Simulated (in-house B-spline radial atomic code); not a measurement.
The numbers below are computed, except where a source is named.
**Softness against transferability: the 4p channel of Nb**

Nb, [Kr] 4d4 5s1, non-relativistic PBE, spherical and spin-unpolarised, from a B-spline radial code for spherical atoms (atomic units). The all-electron 4p level is ε = -1.246606 hartree, its outermost node lies just inside 0.56 bohr and its outer maximum at 1.14 bohr.

Troullier-Martins pseudo-orbitals are made for several radii. The cutoffs (hartree) are the plane-wave energies beyond which the orbital holds less than the named kinetic energy per electron. The phase error is the difference, pseudo minus all-electron, of arctan(R P'/P) at R = 1.89 bohr for all radii, half a hartree below and above the level.

```json
{"r_c (bohr)": "0.85", "V_l(0) (hartree)": "-51.52", "cutoff for 10 mEh": "98", "for 1 mEh": "190", "for 0.1 mEh": "303", "phase error at ε − 0.5 (mrad)": "-5.5", "at ε + 0.5 (mrad)": "-2.5"}
{"r_c (bohr)": "0.99", "V_l(0) (hartree)": "-13.39", "cutoff for 10 mEh": "44.6", "for 1 mEh": "86.1", "for 0.1 mEh": "149", "phase error at ε − 0.5 (mrad)": "-2.5", "at ε + 0.5 (mrad)": "-1.0"}
{"r_c (bohr)": "1.14", "V_l(0) (hartree)": "-1.28", "cutoff for 10 mEh": "19.2", "for 1 mEh": "38", "for 0.1 mEh": "55.8", "phase error at ε − 0.5 (mrad)": "-1.7", "at ε + 0.5 (mrad)": "-0.6"}
{"r_c (bohr)": "1.29", "V_l(0) (hartree)": "-0.72", "cutoff for 10 mEh": "19.5", "for 1 mEh": "28.9", "for 0.1 mEh": "54.1", "phase error at ε − 0.5 (mrad)": "-1.7", "at ε + 0.5 (mrad)": "-0.6"}
{"r_c (bohr)": "1.43", "V_l(0) (hartree)": "-2.02", "cutoff for 10 mEh": "17.1", "for 1 mEh": "25.3", "for 0.1 mEh": "47.6", "phase error at ε − 0.5 (mrad)": "-2.4", "at ε + 0.5 (mrad)": "-0.9"}
{"r_c (bohr)": "1.59", "V_l(0) (hartree)": "-3.30", "cutoff for 10 mEh": "9.33", "for 1 mEh": "21.3", "for 0.1 mEh": "38.7", "phase error at ε − 0.5 (mrad)": "-4.4", "at ε + 0.5 (mrad)": "-1.6"}
```

**Question.** Which radius needs the lowest cutoff for 0.1 mEh while both phase errors stay within 2.6 mrad?

**Answer.** The radii within that limit are 0.99, 1.14, 1.29, 1.43 bohr; of these r_c = 1.43 needs the least, 47.6 hartree, that is 95.2 Ry or 1295 eV.

**Question.** What does the larger radius buy, and what does it cost?

**Answer.** From r_c = 0.85 to 1.59 bohr the cutoff for 1 mEh goes from 190 to 21.3 hartree, a factor of 8.92, against 3.50 for a pure 1/r_c² scaling, end to end; step by step it is 190, 86.1, 38, 28.9, 25.3, 21.3, and for 0.1 mEh 303, 149, 55.8, 54.1, 47.6, 38.7; the number of plane waves goes as the cutoff to the power 3/2, here a factor of 26.6. The larger of the two phase errors is least at r_c = 1.14 bohr, 1.7 mrad; it is 5.5 at the smallest radius and 4.4 at the largest. These errors test the reference atom alone. The smallest radius lies well inside the outer maximum, where the nodeless form must bend sharply to keep the norm, so it is both harder and scatters less well than the next. Large radii also let the cores of neighbours overlap, which an atom doesn't show.
